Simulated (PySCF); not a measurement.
These are TPSSh-D3(BJ)/def2-TZVP // CAM-B3LYP-D3(BJ)/def2-TZVP run with PySCF values and carry that method's errors. Isolated molecules, 0 K electronic values unless said otherwise. One relaxed conformer stands for a flexible species; it need not be the lowest. Delta-SCF ions had no search for a lower state. Excitations are Tamm–Dancoff values on a coarser integration grid. The basis has no diffuse functions, so Rydberg states are missing or too high.

Reference species (SMILES): `BC(CC#N)=C` (neutral, multiplicity 1).

```yaml
S1 excitation (TDA): 5.17 eV
vertical ionisation energy (Delta-SCF): 10.62 eV
T1 excitation (TDA): 3.60 eV
```

Changed species: `B/C=C\CC#N`.

What does the change do to the S1 excitation (TDA), vertical ionisation energy (Delta-SCF) and T1 excitation (TDA)?

the S1 excitation (TDA) drops by 0.13 eV, to 5.04 eV; the vertical ionisation energy (Delta-SCF) is nearly the same; the T1 excitation (TDA) decreases by 0.10 eV, to 3.50 eV.
